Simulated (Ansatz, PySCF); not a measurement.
In(F)2(SMe) (CH₃F₂InS), SMILES C[S][In]([F])[F]. Atoms are numbered in the order given.

```xyz
8

In     0.0692     0.0330     0.4980
F      0.0766    -0.5400     2.3540
F      0.7395     1.8519     0.2007
S     -0.5964    -1.0443    -1.4918
C     -0.2105     0.3202    -2.6602
H      0.1948     1.1996    -2.1423
H     -1.1352     0.6000    -3.1816
H      0.5271    -0.0454    -3.3866
```
Charge 0, spin multiplicity 1.

Geometry: PBE0-D3(BJ)/def2-SVP. The structure was generated by enumeration; whether it is a known compound was not checked. The def2 effective core potentials stand for the cores of In; spin–orbit coupling is left out. Other conformers were not sampled.

Two levels are set side by side: PBE-D3(BJ)/def2-SVP (Ansatz, an electronic-structure program) and PBE0-D3(BJ)/def2-SVP (Ansatz). Each level has its own optimised geometry; the coordinates shown are those of the second. Frequencies come from the Hessian of PySCF at each geometry. Differences are taken from unrounded values.

```
quantity                            PBE0-D3(BJ)
----------------------------------  -----------
mean bond length (Å)                      1.628
bond In1–F2 (Å)                           1.942
bond In1–F3 (Å)                           1.961
bond In1–S4 (Å)                           2.359
bond S4–C5 (Å)                            1.837
bond C5–H6 (Å)                            1.098
bond C5–H7 (Å)                            1.098
bond C5–H8 (Å)                            1.098
highest harmonic wavenumber (cm⁻¹)         3198
mean harmonic wavenumber (cm⁻¹)            1042
zero-point energy (kcal/mol)              26.80
```

Task: What does PBE-D3(BJ) give, and how far is it from PBE0-D3(BJ)? (Estimate from the structure and the level; the computed values follow.)

Result: 
```csv
quantity,PBE-D3(BJ),PBE-D3(BJ) minus PBE0-D3(BJ)
mean bond length (Å),1.644,0.016
bond In1–F2 (Å),1.965,0.022
bond In1–F3 (Å),1.986,0.025
bond In1–S4 (Å),2.386,0.028
bond S4–C5 (Å),1.853,0.015
bond C5–H6 (Å),1.106,0.008
bond C5–H7 (Å),1.106,0.008
bond C5–H8 (Å),1.106,0.008
highest harmonic wavenumber (cm⁻¹),3105,-93
mean harmonic wavenumber (cm⁻¹),1006,-35
zero-point energy (kcal/mol),25.89,-0.91
```

GGA bonds tend to be longer and softer than those of functionals with exact exchange. Differences between two approximate levels are no errors against the true value.
